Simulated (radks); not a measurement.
These are the eigenvalues of the occupied orbitals of an atom or ion with whole-number occupations (Ry). Method: non-relativistic Kohn-Sham, PBE, spin-polarised, spherical densities, point nucleus; computed with a radial shooting solver on a logarithmic mesh with Libxc functionals.

orbital  eigenvalue
1s down   -596.9595
1s up     -596.9595
2s up     -70.79606
2s down   -70.71161
2p up     -61.79525
2p down   -61.73278
3s up      -8.01538
3s down    -7.84980
3p up      -5.26982
3p down    -5.10700
3d up      -0.74349
3d down    -0.59738
4s up      -0.41760
4s down    -0.39339

Which element is it, and in what charge state? The configuration may be excited. Open shells, if any, are filled with parallel spins first.

Answer. Z = 28, nickel, charge 0: Ni in [Ar] 3d8 4s2. The list shows which subshells hold electrons but not how many an open one holds; the 1s level, -298.48 hartree, gives Z - s = 24.4 by -(Z - s)^2/2, which with screening narrows Z to a few neighbours, and the depths of the outer levels then fix element, charge and occupations together.
